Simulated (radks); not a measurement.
The numbers below are computed, except where a source is named.
Fractional charge and spin in the 1s shell of beryllium: the spin-up occupation runs from 0 to 1 and the spin-down occupation from 0 to 1; the fullest corner is Be, 2s2 1s(up 1, down 1). Code: a radial shooting solver on a logarithmic mesh with Libxc functionals. Model: scalar-relativistic Kohn-Sham, PBEsol, spin-polarised, spherical densities, point nucleus. Energy (eV) minus the two flat planes that join the four corners (they meet along the diagonal where the two added fractions sum to one electron); zero is where a piecewise linear energy would lie.

| down \ up | 0 | 0.5 | 1 |
|---|---|---|---|
| 0 | 0.000 | -5.088 | 0.000 |
| 0.5 | -5.088 | 4.759 | -4.050 |
| 1 | 0.000 | -4.050 | 0.000 |

Corners above the fullest one (they belong to Be+ and the next ion): (up 1, down 0) 122.61 eV, (up 0, down 1) 122.61 eV, (up 0, down 0) 300.77 eV. With half an added electron in each spin the energy lies 4.759 eV from the planes, and with half an added electron in spin up alone -5.088 eV. The planes are only a guide here: the flat-plane condition holds for ground states with one frontier orbital, while this shell lies below other occupied shells, so the corners above the fullest one are inner-hole states and not the ground states of those ions.
